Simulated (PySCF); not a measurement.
Tl⁻ (thallium, charge -1) across methods

[Xe] 4f14 5d10 6s2 6p2, high-spin 3P determinant. Computed with PySCF 2.14 in aug-cc-pwCVTZ-DK3 with one added diffuse shell each of s, d, f type (12s10p9d6f1g, 138 functions), with the spin-free X2C one-electron Hamiltonian (Gaussian nucleus).

| method | E (hartree) | mean ε 6s α (eV) | mean ε 6s β (eV) | mean ε 6p α (eV) | Σ⟨r²⟩ (bohr²) | ⟨S²⟩ |
| --- | --- | --- | --- | --- | --- | --- |
| PBE | -20247.89 | -5.217 | -4.638 | 1.169 | 131.6 | 2.001 |
| PBE0 | -20247.59 | -6.117 | -5.227 | 0.763 | 124.5 | 2.002 |
| UHF | -20241.75189 | -8.415 | -6.590 | -0.462 | 121.1 | 2.013 |
| LDA | -20235.50 | -5.411 | -4.905 | 1.116 | 129.5 | 2.001 |
| r2SCAN | -20247.83 | -5.401 | -4.612 | 1.119 | 124.7 | 2.005 |

Spin-orbit coupling is strong in this species (close to jj coupling), so the high-spin LS determinant is a model state, not a physical level.

The highest occupied level is positive at PBE, PBE0, LDA, r2SCAN: only the finite basis holds that electron, which in a density functional comes from self-interaction.
